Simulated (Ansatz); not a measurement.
The cluster ScF₃ (the lowest singlet isomer of a short search) was relaxed with PBE0-D4 (def2-TZVP) in Ansatz in these states: neutral quintet, neutral singlet, neutral triplet. The geometries follow in no particular order.

A:

```xyz
4

Sc    0.491    0.753   -0.275
F     0.249   -0.026   -2.172
F    -1.273   -1.954    0.712
F     0.533    1.226    1.735
```

B:

```xyz
4

Sc    0.0012    0.0005   -0.0005
F     0.4630   -1.8488   -0.4605
F    -0.9642    1.1194   -1.2892
F     0.5000    0.7289    1.7502
```

C:

| atom | x (Å) | y (Å) | z (Å) |
| --- | --- | --- | --- |
| Sc1 | 0.003 | -0.001 | -0.001 |
| F2 | 0.826 | 1.543 | 0.558 |
| F3 | -0.105 | -1.446 | 1.129 |
| F4 | -0.724 | -0.096 | -1.686 |

Problem. Judge from the bond lengths which geometry belongs to which state (an estimate).

Solution. A is the neutral quintet (Sc1–F3 3.379 Å, Sc1–F4 2.065 Å, Sc1–F2 2.065 Å); B is the neutral triplet (Sc1–F3 1.961 Å, Sc1–F4 1.961 Å, Sc1–F2 1.961 Å); C is the neutral singlet (Sc1–F3 1.838 Å, Sc1–F4 1.838 Å, Sc1–F2 1.838 Å).

At PBE0-D4/def2-TZVP a singlet lies 13.10 eV below the neutral quintet. At PBE0-D4/def2-TZVP a singlet lies 6.41 eV below the neutral triplet. These are the stationary points nearest to one start from a short search; other shapes may lie lower in each state. The neutral quintet has come apart into loosely held pieces.
